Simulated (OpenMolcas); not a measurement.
## Ti2+ in SrF2: curves along the breathing mode

Ti2+ with its 8 nearest fluoride ions, on the Sr site of SrF2 (a = 5.796 Å, distance in the model lattice 2.510 Å). The rest of the host is ab initio model potentials to 7.6 Å and point charges beyond; the distance is set by hand and nothing relaxes. Ligand basis ANO-RCC-VDZP.

| Property | Result |
| --- | --- |
| Program | OpenMolcas 26.06 |
| Method | CASSCF |
| Basis | ANO-RCC-VDZP [5s4p2d1f] |
| Scalar Hamiltonian | DKH2, point nucleus |
| Active space | 2 electrons in 5 orbitals (3d) |
| State averaging | 2S+1 = 3 even, 10 roots; 2S+1 = 1 even, 15 roots |
| Spin-orbit coupling | state interaction with AMFI integrals over the reference wave functions |

Spin-free energies (labels of O, the rotations of Oh) in cm-1 above the lowest fitted minimum, as all ligands move together:

```json
{"R (Å)": "2.217", "3A2": "1700", "3T2": "9990", "3T1": "15550", "1E": "14250", "1T2": "22500", "1A1": "22500", "3T1(2)": "26220"}
{"R (Å)": "2.269", "3A2": "50", "3T2": "7350", "3T1": "12420", "1E": "12560", "1T2": "19790", "1A1": "20550", "3T1(2)": "23060"}
{"R (Å)": "2.321", "3A2": "560", "3T2": "7010", "3T1": "11600", "1E": "13020", "1T2": "19360", "1A1": "20760", "3T1(2)": "22290"}
{"R (Å)": "2.373", "3A2": "2950", "3T2": "8670", "3T1": "12830", "1E": "15370", "1T2": "20940", "1A1": "22880", "3T1(2)": "23610"}
{"R (Å)": "2.426", "3A2": "7120", "3T2": "12190", "3T1": "15940", "1E": "19490", "1T2": "24370", "1A1": "26790", "3T1(2)": "26850"}
{"R (Å)": "2.478", "3A2": "12720", "3T2": "17240", "3T1": "20630", "1E": "25040", "1T2": "29340", "1A1": "32150", "3T1(2)": "31680"}
{"R (Å)": "2.53", "3A2": "19660", "3T2": "23700", "3T1": "26760", "1E": "31930", "1T2": "35720", "1A1": "38870", "3T1(2)": "37960"}
```

Cubic fits give the following; the wavenumber is harmonic, with the mass of all moving ligands, small differences in it between states hang on the degree of the fit, a number in brackets counts states of one label, and the table is a selection of at most 14 states with clean curves.

```json
{"State": "3A2", "R0 (Å)": "2.282", "Breathing mode (cm-1)": "410", "Minimum (cm-1)": "0"}
{"State": "3T2", "R0 (Å)": "2.304", "Breathing mode (cm-1)": "414", "Minimum (cm-1)": "6890"}
{"State": "3T1", "R0 (Å)": "2.315", "Breathing mode (cm-1)": "413", "Minimum (cm-1)": "11590"}
{"State": "1E", "R0 (Å)": "2.284", "Breathing mode (cm-1)": "410", "Minimum (cm-1)": "12500"}
{"State": "1T2", "R0 (Å)": "2.306", "Breathing mode (cm-1)": "413", "Minimum (cm-1)": "19270"}
{"State": "1A1", "R0 (Å)": "2.290", "Breathing mode (cm-1)": "409", "Minimum (cm-1)": "20400"}
{"State": "3T1(2)", "R0 (Å)": "2.314", "Breathing mode (cm-1)": "419", "Minimum (cm-1)": "22260"}
{"State": "1T1", "R0 (Å)": "2.304", "Breathing mode (cm-1)": "414", "Minimum (cm-1)": "23710"}
{"State": "1E(2)", "R0 (Å)": "2.325", "Breathing mode (cm-1)": "418", "Minimum (cm-1)": "29050"}
{"State": "1T2(2)", "R0 (Å)": "2.324", "Breathing mode (cm-1)": "418", "Minimum (cm-1)": "29350"}
{"State": "1A1(2)", "R0 (Å)": "2.320", "Breathing mode (cm-1)": "418", "Minimum (cm-1)": "51770"}
```

The minimum of 3T2 is shifted by +0.0215 Å against 3A2 (from the unrounded fits). With M = 152.0 u for the moving shell, the Huang-Rhys factor in this mode is S = M ω ΔR² / 2ħ = 0.01483 × 152.0 × 410 × 0.0215² = 0.43. Only the first shell moves, against a rigid host.

Without dynamic correlation the repulsion within the d shell is too large (B by tens of per cent), so at a given field states of lower spin stand too high. Ligand-to-metal charge-transfer states are missing. With no ligand orbital active B as a rule stays too high, so bands that hang on it stand too high and its fall with covalency is understated. With metal d orbitals alone and no dynamic correlation 10Dq can be off by a tenth to a fifth, either way, in oxide and fluoride hosts. No measured value stands beside these numbers.
